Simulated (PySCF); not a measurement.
SMILES N[SiH2]C[SiH3] (GFN2-xTB optimised geometry):

```
13

N      1.434    -0.697     0.000
Si    -0.289    -0.697     0.000
C     -0.834     1.120     0.000
Si    -0.171     2.184     1.423
H      1.923    -0.061    -0.609
H      1.917    -1.579     0.028
H     -0.908    -1.374    -1.158
H     -0.676    -1.401     1.224
H     -1.923     1.143     0.024
H     -0.548     1.579    -0.947
H     -0.720     3.542     1.302
H     -0.589     1.624     2.710
H      1.289     2.274     1.369
```

Method: CAM-B3LYP/def2-TZVP (PySCF 2.14.0).

Question: What are the frontier orbital energies and the dipole moment?

Answer: HOMO-2 -10.49 eV, HOMO-1 -9.89 eV, HOMO -8.79 eV, LUMO 1.42 eV, LUMO+1 1.47 eV; dipole moment 1.43 D.

Meta-Löwdin charges at CAM-B3LYP/def2-TZVP: N1 -0.75, Si2 0.80, C3 -0.70, Si4 0.53, H5 0.23, H6 0.23, H7 -0.15, H8 -0.13, H9 0.13, H10 0.13, H11 -0.11, H12 -0.11, H13 -0.11.
